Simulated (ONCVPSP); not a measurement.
**Zn: excitation energies, all-electron against ONCV**

```
Element                 : zinc (Zn)
Generator               : ONCVPSP 4.0.1
Type                    : optimised norm-conserving Vanderbilt (ONCV)
Functional              : PBEsol
Relativity              : scalar-relativistic
Frozen core             : [Ne]
Valence charge          : 20
Reference configuration : 3s2 3p6 3d10 4s1.75 4p0.25
Partial waves           : 3s+4s: rc 1.05 bohr, ncon 3, nbas 7, qcut 9.4 1/bohr, 2 projectors; 3p+4p: rc 1.35 bohr, ncon 4, nbas 7, qcut 8.2 1/bohr, 2 projectors; 3d: rc 1.20 bohr, ncon 3, nbas 7, qcut 13.8 1/bohr, 2 projectors, debl 2.3 Ha
Local potential         : polynomial inside 0.85 bohr (lpopt 5, dvloc0 4 Ha)
Core correction         : Teter function, fcfact 1.75, rcfact 1.2
```

Energies are relative to the spin-unpolarised reference configuration 3s2 3p6 3d10 4s1.75 4p0.25; without spin polarisation the order of configurations can differ from experiment. Not all tests gave a result: 1 of 4 tests not solved or not reliable.

```csv
valence configuration,charge,ΔE all-electron (eV),error AE − PS (meV)
3s2 3p6 3d10 4s2 4p0,0,-1.243,+0.1
3s2 3p6 3d10 4s1 4p0,+1,8.658,+0.1
3s2 3p6 3d9 4s2 4p0,+1,16.691,+19
```

Levels in the configuration 3s2 3p6 3d10 4s1 4p0:

| level | all-electron (eV) | pseudo (eV) |
| --- | --- | --- |
| 3s | -138.595 | -138.592 |
| 3p | -92.943 | -92.946 |
| 3d | -19.793 | -19.798 |
| 4s | -13.986 | -13.983 |
